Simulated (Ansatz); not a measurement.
CH2O2Si, SMILES `O=C[Si]O` (excited triplet; O–C–Si–O torsion 0°, C–Si–O–H torsion 0°) (charge 0, multiplicity 3). This triplet is an excited state, 1.20 eV above the relaxed singlet at the level frozen-core CCSD(T)/cc-pVTZ // PBE0-D3(BJ)/def2-TZVP (Ansatz, an electronic-structure program).

Z-matrix (Å, degrees):
```
C
O 1 1.2188
H 1 1.0998 2 124.78
Si 1 1.8973 3 118.01 2 -180.00
O 4 1.6395 1 108.84 3 180.00
H 5 0.9625 4 117.55 1 0.00
```
Charge 0, spin multiplicity 3.

Task: Give the natural occupations of the active orbitals, the CASSCF energy and the corrected energy for frozen-core fic-MRCISD+Q@CASSCF(6e,6o)/cc-pVTZ // PBE0-D3(BJ)/def2-TZVP (Ansatz).

Result: 
| Item | Value |
|---|---|
| natural occupations | 1.98, 1.94, 1.00, 1.00, 0.06, 0.02 |
| CASSCF energy | -477.7852 Ha |
| corrected energy | -478.4390 Ha |
| weight of the reference | 0.879 |
